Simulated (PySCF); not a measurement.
Be(Br)(SiH3) (BeBrH₃Si), SMILES [Be]([SiH3])[Br]. Geometry optimised at ωB97X-D3(BJ)/def2-TZVP.

Give the equilibrium geometry at ωB97X-D3(BJ)/def2-TZVP (PySCF confirms it by a frequency run) as a Z-matrix, and its point group. (An estimate is asked for; the answer gives what the named calculation found.)

point group C3v.
```
Si
H 1 1.4879
H 1 1.4879 2 107.45
H 1 1.4879 2 107.45 3 -115.36
Be 1 2.1744 2 111.42 4 -122.32
Br 5 1.9575 2 153.00 1 -180.00
```
